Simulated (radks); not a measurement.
Task: The arsenic ion As18+, [Ne] 3s2 3p3. Calculated with a radial shooting solver on a logarithmic mesh with Libxc functionals: non-relativistic Kohn-Sham, PBE, spin-polarised, spherical densities, point nucleus. Every spin shell is full or empty, so the densities are truly spherical. Functionals are evaluated on that one density, not self-consistently. Rank these orbital-free kinetic functionals by their error against the exact value of the orbitals, and give that value: Thomas-Fermi, von Weizsacker, TF + vW, TF + vW/9, TF + vW/5, LC94, APBEK, revAPBEK, Perdew 92, Thakkar, Pearson, LKT, PG1, DePristo-Kress, Ernzerhof.

Result: Exact: 2056.03 hartree. From best to worst, with 100 (|E| - |E exact|)/|E exact| (equal figures are ties): APBEK -0.01, LC94 -0.10, DePristo-Kress -0.18, revAPBEK +0.27, Ernzerhof -0.30, Thakkar -0.47, Perdew 92 -0.81, TF + vW/9 -0.82, Pearson -1.49, TF + vW/5 +3.90, Thomas-Fermi -6.73, PG1 +20.65, LKT +25.79, TF + vW +46.44, von Weizsacker -46.82.
